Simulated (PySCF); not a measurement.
A side-by-side comparison of computed properties.

First species: FH12NSi5.
Bonds: F1–Si2, Si2–Si3, Si2–Si4, Si2–N5, N5–Si6, Si6–Si7. Hydrogens: H8, H9, H10 on Si3; H11, H12, H13 on Si4; H14 on N5; H15, H16 on Si6; H17, H18, H19 on Si7.

Second species: C₅H₁₅OPSi.
Numbering: `[CH3:1][CH2:2][C:3]([CH3:4])([CH3:5])[O:6][SiH2:7][PH2:8]` (hydrogens: H9, H10, H11 on C1; H12, H13 on C2; H14, H15, H16 on C4; H17, H18, H19 on C5; H20, H21 on Si7; H22, H23 on P8)

Geometry (GFN2-xTB, Å), atoms numbered from 1 in this order:
```
atom  x, y, z in Å
C1    -1.900    0.553    1.692
C2    -1.464    1.074    0.327
C3    -0.486    0.133   -0.402
C4    -1.089   -1.252   -0.625
C5    -0.089    0.748   -1.745
O6     0.654    0.029    0.423
Si7    2.043   -0.763    0.285
P8     2.941   -0.302    2.274
H9    -2.443    1.327    2.228
H10   -1.028    0.274    2.278
H11   -2.549   -0.313    1.593
H12   -0.957    2.032    0.460
H13   -2.336    1.237   -0.308
H14   -2.057   -1.168   -1.113
H15   -0.426   -1.845   -1.250
H16   -1.211   -1.763    0.326
H17   -0.968    0.903   -2.365
H18    0.599    0.087   -2.265
H19    0.403    1.704   -1.584
H20    2.846   -0.313   -0.863
H21    1.888   -2.218    0.149
H22    3.533    0.887    1.889
H23    4.092   -1.023    2.021
```

Levels: PBE0/pcSseg-1 for dipole moment, HOMO energy, LUMO energy and HOMO–LUMO gap; GFN2-xTB for rotational constant A and rotational constant C. Geometries: GFN2-xTB. Each structure is a single optimised conformer of the isolated species, non-relativistic unless stated. Electronic properties by PySCF.

The conformers computed, where there is a choice (atom-mapped SMILES and torsion angles):
- `[F:1][Si:2]([SiH3:3])([SiH3:4])[NH:5][SiH2:6][SiH3:7]`: F1–Si2–N5–Si6 -179°, Si2–N5–Si6–Si7 168°
- `[CH3:1][CH2:2][C:3]([CH3:4])([CH3:5])[O:6][SiH2:7][PH2:8]`: C1–C2–C3–C4 59°, C2–C3–O6–Si7 180°, C3–O6–Si7–P8 -175°, H–P8–Si7–O6 -87°, H–P8–Si7–O6 180°

(1) Which has the higher HOMO–LUMO gap?

(2) Which of the two has the higher HOMO energy, and by how much?

(3) Which has the higher dipole moment?

(4) Which of the two has the higher rotational constant C, and by how much?

(5) Which has the higher LUMO energy?

(6) Which has the higher rotational constant A?

## Answers

(1) The second: 7.69 eV against 6.08 eV, a difference of 1.61 eV.

(2) The first: -7.17 eV against -7.32 eV, a difference of 0.15 eV.

(3) The second: 1.97 D against 1.14 D, a difference of 0.83 D.

(4) The second: 0.677 GHz against 0.437 GHz, a difference of 0.240 GHz.

(5) The second: 0.37 eV against -1.09 eV, a difference of 1.46 eV.

(6) The second: 2.074 GHz against 1.249 GHz, a difference of 0.825 GHz.

On the first: A dipole of 1.14 D is allowed in C1, and pure rotational transitions are dipole-allowed. The dipole equals about 3.8 × 10⁻³⁰ C·m (1 D = 3.33564 × 10⁻³⁰ C·m).

On the second: The dipole matches unit charges of opposite sign 0.41 Å apart (1 e·Å = 4.8032 D).
